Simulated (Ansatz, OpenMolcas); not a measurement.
**How methods differ on CH6FNSn (SMILES [CH3][SnH]([NH2])[F])**

The species is CH6FNSn (10 atoms), meant as a singlet with charge 0. SMILES: `[CH3][SnH]([NH2])[F]`. The shape is that of a PBE0-D4/def2-TZVP optimisation. This is one conformer, not always the lowest.

Each level gives the vertical ionisation energy (to the doublet cation) (eV). The values are calculated.

| level | kind | program | value (eV) | less CCSD(T)/def2-SVP | CPU time (all runs) |
| --- | --- | --- | --- | --- | --- |
| revPBE/def2-SVP (core potential) | GGA | OpenMolcas | 9.22 | -0.16 | 2.2 min |
| B3LYP/def2-SVP (core potential) | global hybrid | OpenMolcas | 9.51 | +0.13 | 2.3 min |
| BHLYP/def2-SVP (core potential) | global hybrid | Ansatz | 9.41 | +0.03 | 32 s |
| wB97M-V/def2-SVP (core potential) | range-separated hybrid | Ansatz | 9.65 | +0.27 | 3.8 min |
| wB97X/def2-SVP (core potential) | range-separated hybrid | Ansatz | 9.65 | +0.27 | 1.7 min |
| RPA@PBE0/def2-SVP (core potential) | RPA | Ansatz | 9.45 | +0.07 | 68 s |
| CCSD(T)/def2-SVP (core potential) | coupled cluster or CI | Ansatz | 9.38 | 0.00 | 5.6 min |
| CCSD/def2-SVP (core potential) | coupled cluster or CI | Ansatz | 9.35 | -0.03 | 3.7 min |

CCSD(T)/def2-SVP (core potential) is the highest level here, not the true value. Spin-orbit coupling is left out. The values span 9.22 to 9.65 eV. In the correlated wave-function rows the outer d shell of Sn is correlated, in sets not made for it. CPU times are rough (shared hosts, several kinds of processor and program).
